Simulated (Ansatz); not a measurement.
Total energies of `C[S][Sn]([S]C)([S]C)[S]C`.

```csv
atom,x (Å),y (Å),z (Å)
C1,-0.201,-3.176,0.269
S2,-1.226,-1.829,0.935
Sn3,0.001,-0.002,0.002
S4,0.075,-0.147,-2.383
C5,-1.719,-0.115,-2.684
S6,2.272,-0.020,0.747
C7,1.943,0.106,2.532
S8,-1.119,1.989,0.706
C9,-0.024,3.186,-0.117
H10,-0.650,-4.106,0.619
H11,0.822,-3.113,0.638
H12,-0.201,-3.169,-0.821
H13,-2.162,0.812,-2.322
H14,-2.212,-0.967,-2.217
H15,-1.850,-0.175,-3.765
H16,1.370,-0.750,2.888
H17,1.415,1.029,2.771
H18,2.916,0.114,3.023
H19,0.996,3.111,0.260
H20,-0.029,3.047,-1.197
H21,-0.419,4.175,0.118
```

Total charge 0; spin multiplicity 1. Correlated methods include outer-core shells of Sn, which these sets cover unevenly. Sn takes the def2 core potential. The geometry is a stationary point of PBE0-D4/def2-TZVP. It is one conformer, not always the lowest. Basis def2-TZVPP, the Gaussian-basis code of Ansatz.

RPA on PBE orbitals: Hartree–Fock energy of these orbitals -1962.02973 Eh, correlation -2.83293 Eh (frozen core).

| functional | energy without D4 (Eh) | D4 term (kJ/mol) |
| --- | --- | --- |
| LDA (SPW92) | -1959.61173 | – |
| PBE | -1966.02833 | -76.6 |
| revPBE | -1966.64328 | -185.6 |
| BLYP | -1966.76772 | -157.3 |
| r2SCAN | -1966.81918 | -21.0 |
| B97M-V | -1966.54758 | – |
| PBE0 | -1966.19780 | -67.7 |
| B3LYP | -1967.08559 | -122.9 |
| r2SCANh | -1966.79448 | -22.9 |
| r2SCAN0 | -1966.75995 | -25.3 |
| HSE06 (plane-wave form) | -1966.15700 | -64.5 |
| BHLYP | -1966.74909 | -107.2 |
| CAM-B3LYP | -1966.85900 | -71.2 |
| LC-ωPBE | -1966.41708 | – |
| ωB97X-V | -1966.64297 | – |
| ωB97M-V | -1966.71499 | – |
| B2PLYP | -1966.06778 | – |
| PBE-QIDH | -1965.64344 | – |

B3LYP takes the VWN-RPA correlation (the form of Gaussian; ORCA's B3LYP/G). HSE06 is the plane-wave form, built on full-range PBE exchange. The double hybrids freeze the cores in their second-order part.

LC-ωPBE has ω = 0.4 bohr⁻¹.
